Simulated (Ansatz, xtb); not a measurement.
Two structures of HNSi2Sn

Structure I is a singlet given by its coordinates and structure II is a singlet given by its coordinates. Both are isolated molecules in the gas phase, relaxed with B3LYP-D3(BJ)/def2-SVP.

I (Å):

```yaml
atoms:
  - { symbol: N, position_ang: [-0.3353, -0.8974, 1.1751] }
  - { symbol: Si, position_ang: [1.1735, -1.8251, 1.3342] }
  - { symbol: Si, position_ang: [1.0670, 0.1978, 2.5171] }
  - { symbol: Sn, position_ang: [-1.2740, -0.6567, 3.1538] }
  - { symbol: H, position_ang: [-0.7201, -0.5275, 0.3048] }
```

Close contacts (Å): N1–Si2 1.78, N1–Sn4 2.20, Si2–Si3 2.35, Si3–Sn4 2.57, N1–H5 1.02.

II (Å):

```xyz
5

N     0.7216   -0.3170    0.9975
Si   -0.5321   -0.3839   -0.1051
Si    1.7332   -0.2665    2.3266
Sn   -1.0993   -0.5050    2.7031
H    -0.9001   -2.2901    2.6048
```

Close contacts (Å): N1–Si2 1.67, N1–Si3 1.67, N1–Sn4 2.50, Si2–Sn4 2.87, Si3–Sn4 2.87, Sn4–H5 1.80.

Energies in hartree; the thermal terms are from B3LYP-D3(BJ)/def2-SVP harmonic frequencies (ideal gas, rigid rotor, one conformer each, 298.15 K, 1 atm) and include the zero-point energy:

```
                               I           II
E, CCSD(T)/def2-TZVP  −847.008563  −847.010657
   zero-point energy     0.017048     0.011744
        H(298 K) − E     0.023193     0.018403
        G(298 K) − E    −0.013631    −0.019823
```

Problem. Work out ΔE, ΔE₀, ΔH and ΔG for I → II in kcal/mol (1 Eh = 627.51 kcal/mol) and the equilibrium ratio [II]/[I].

Solution. 1. ΔE = −847.010657 − (−847.008563) = −0.002094 Eh = −1.31 kcal/mol.
2. ΔE₀ = ΔE + ΔZPE = −0.002094 + (−0.005304) Eh = −4.64 kcal/mol.
3. ΔH = ΔE + (−0.004790) Eh = −4.32 kcal/mol.
4. ΔG = ΔE + (−0.006192) Eh = −5.20 kcal/mol, so ΔS = (ΔH − ΔG)/T = +12.3 J/(mol K).
5. kT = 0.9442 mEh, so K = [II]/[I] = exp(−ΔG/kT) = exp(+8.78) ≈ 6.5 × 10^3.

Structure II is favoured at this temperature. An error of 1 kcal/mol in ΔG would change K by a factor of 5.4. Large T1 diagnostics make the coupled-cluster value less sure. Mirror images and further conformers aren't counted.

Other levels gave ΔE = −2.1 (B3LYP-D3(BJ)/def2-SVP); −11.0 (HF/def2-TZVP); −2.2 (MP2/def2-TZVP) kcal/mol. The correlated steps freeze 15 core orbitals; the filled d shell of Sn is correlated, in a basis made for valence electrons. Atoms past krypton carry core potentials in the def2 sets, without spin–orbit terms. Programs: Ansatz 0.2.0.
